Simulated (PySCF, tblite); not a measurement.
Isomers of C4H8FO2Si (doublet state), one GFN2-xTB conformer each. Single-point energies are computed at B3LYP/pcH-1 (PySCF, gas phase, no added dispersion term), electronic only. GFN2-xTB treats the open shell by occupation alone, and not every SCF solution was tested for stability.

Question: Rank them by B3LYP/pcH-1 energy, lowest first (kcal/mol).
A. `[CH2:1][C@H:2]([F:3])[C:4](=[O:5])[CH2:6][SiH2:7][OH:8]` (doublet state) with H–C1–C2–F3 28° and -161°, C1–C2–C4–O5 -89°, C2–C4–C6–Si7 -112°, C4–C6–Si7–O8 -35°, C6–Si7–O8–H 6°
B. `[CH3:1][O:2][Si:3]([F:4])/[CH:5]=[CH:6]\[CH2:7][OH:8]` (doublet state) with C1–O2–Si3–F4 24°, O2–Si3–C5–C6 72°, C5–C6–C7–O8 -3°, C6–C7–O8–H -73°

Answer: B (0.0), A (33.3).

As drawn, the lower has an Si–F bond, which the higher lacks. GFN2-xTB itself gives, in the same order: 0.0, 21.4. Both levels put the same isomer lowest.

Question: What happens when harmonic zero-point energies from GFN2-xTB frequencies are added?

Answer: 
| SMILES | ZPE (kcal/mol) | electronic (kcal/mol) | with ZPE (kcal/mol) |
| --- | --- | --- | --- |
| CO[Si](F)/C=C\CO | 73.6 | 0.0 | 0.0 |
| [CH2][C@H](F)C(=O)C[SiH2]O | 68.4 | 33.3 | 28.0 |

The zero-point energies span 5.2 kcal/mol. The order is unchanged.
